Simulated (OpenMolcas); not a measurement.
# Tc5+: from CASSCF to CASPT2

| Quantity | Value |
| --- | --- |
| Program | OpenMolcas 26.06 |
| Basis | ANO-RCC-VTZP [7s6p4d2f1g] |
| Scalar Hamiltonian | DKH2, point nucleus |
| Active space | 2 electrons in 5 orbitals (4d) |
| State averaging | 2S+1 = 3 even, 10 roots; 2S+1 = 1 even, 15 roots |
| Spin-orbit coupling | RASSI with atomic mean-field integrals over the reference wave functions, term energies averaged over their components |

Methods on the same reference wave functions:
A. CASSCF
B. SS-CASPT2, IPEA 0.25 Eh, imaginary shift 0.1 Eh (closed shells correlated: 4s 4p)
C. XMS-CASPT2, IPEA 0.25 Eh, imaginary shift 0.1 Eh (closed shells correlated: 4s 4p)

Energies in cm⁻¹ above 4d² ³F₂.

```
         Level      A      B      C
       4d² ³F₂    0.0    0.0    0.0
       4d² ³F₃   2035   2090   2080
       4d² ³F₄   4360   4400   4400
4d² ¹D₂ [74 %]  14360  11730  11830
       4d² ³P₀  15387  13180  12770
       4d² ³P₁  16235  14070  13660
       4d² ³P₂  18401  16110  15830
       4d² ¹G₄  21760  19220  19350
       4d² ¹S₀  50514  43360  43600
```

Between B and C the level of the table that moves most is 4d² ³P₁, by 420 cm-1 (lowest in C, highest in B). Moves below CASPT2's spread within the term are not significant.

From A to B the spin-free energies of the other terms of 4d² shown, above ³F, scale by factors of 0.77 to 0.86, as is usual when dynamic correlation screens the repulsion within a d or f shell.

The lowest spin-free term lies below A's lowest term by 0.266 hartree in B, 0.269 hartree in C.

Term energies are means over components that CASPT2 splits; among the terms shown or strongly mixed into the levels shown the widest spread is 1600 cm-1 (4d² ³F, C). Without dynamic correlation excited terms often stand tens of per cent too high (terms of higher spin than the ground term too low), and those without a measured partner can miss by more than the paired ones (holds for A). Levels of configurations outside the active space are missing.

A share in square brackets marks a mixed level and gives the weight of the term that names it, the lowest over the columns.
